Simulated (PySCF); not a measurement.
**Working out the ionisation energy of Te⁺**

Te⁺ [Kr] 4d10 5s2 5p3 (4S) → Te²⁺ [Kr] 4d10 5s2 5p2 (3P). Calculation: PySCF 2.14, in aug-cc-pwCVDZ-PP with ECP28MDF (6s5p4d1f, 48 functions); a scalar-relativistic core potential. Frozen: 4s2 4p6 4d10. Energies in hartree (1 hartree = 27.21139 eV):

```csv
part,Te⁺ (lower),Te²⁺ (upper)
UHF,-266.715858,-266.041610
CCSD correlation,-0.066044,-0.055453
(T),-0.000950,-0.000672
```

Problem. What does Hartree-Fock give?

Solution. (-266.041610) − (-266.715858) = 0.674248 hartree = 18.347 eV.

Problem. What do CCSD and CCSD(T) give?

Solution. The CCSD correlation energies differ by 0.010591 hartree = 0.288 eV and the triples by 0.000278 hartree = 0.008 eV, so CCSD gives 18.635 eV and CCSD(T) 18.643 eV.

Reference: 18.6 ± 0.4 eV (measured; NIST Atomic Spectra Database, ionization energies), between the lowest levels; spin-orbit coupling is absent from the calculation.

A double-zeta basis recovers only part of the correlation energy.

What remains against the reference includes basis incompleteness, the frozen core and higher excitations.
